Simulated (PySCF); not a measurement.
C₄H₃N₂, SMILES [c]1cnccn1, multiplicity 2. The structure is a stationary point at PBE-D3(BJ)/def2-SVP. The isomer is the one that the SMILES or the coordinates give; other isomers of the formula were not compared.

Level of theory: PBE-D3(BJ)/def2-SVP run with PySCF.

Harmonic wavenumbers (cm⁻¹): 326, 414, 552, 685, 725, 803, 912, 918, 945, 1038, 1064, 1148, 1244, 1286, 1349, 1442, 1489, 1643, 3090, 3111, 3118. Rotational constants (GHz): 6.757, 6.033, 3.187; symmetry number 1.

### Question
Work out the zero-point energy and the ideal-gas rigid-rotor harmonic-oscillator thermochemistry at 298.15 K and 1 atm.

### Answer
ZPE = ½ Σ hcν = ½ × 27303 cm⁻¹ = 39.03 kcal/mol. H − E(el) = 42.31 kcal/mol. Entropy in cal/(mol K): translation 39.02, rotation 25.32, vibration 4.24, spin 1.38, total 69.95. G − E(el) = 21.45 kcal/mol. Cp = 17.40 cal/(mol K).
